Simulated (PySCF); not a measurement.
# Ionisation energy of Ne⁸⁺ by level of theory

Ne⁸⁺ 1s2 (1S) → Ne⁹⁺ 1s1 (2S), as a difference of total energies. All numbers are calculated (PySCF 2.14, no relativity, point nucleus, in an uncontracted even-tempered set (15 s from 3.6 bohr⁻², ratio 2.2; 7 p from 5.6 bohr⁻², ratio 2.4; 4 d from 17 bohr⁻², ratio 2.4; 3 f from 25 bohr⁻², ratio 2.4; 3 g from 38 bohr⁻², ratio 2.4)). Correlated levels: nothing frozen; virtual orbitals above 40 to 60 times the deepest correlated orbital energy dropped. The calculations carry no spin-orbit coupling.

| method | ionisation energy (eV) |
| --- | --- |
| UHF | 1193.5 |
| LDA | 1186.6 |
| PBE | 1193.2 |
| PBE0 | 1193.6 |
| r2SCAN | 1194.8 |
| r2SCANh | 1194.8 |
| MN15 | 1195.4 |
| MP2 (all electrons) | 1194.7 |
| SCS-MP2 (all electrons) | 1195.0 |

These non-relativistic numbers lack the scalar-relativistic shift.

For comparison: 1195.8 eV (theoretical estimate listed by NIST; NIST Atomic Spectra Database, ionization energies).
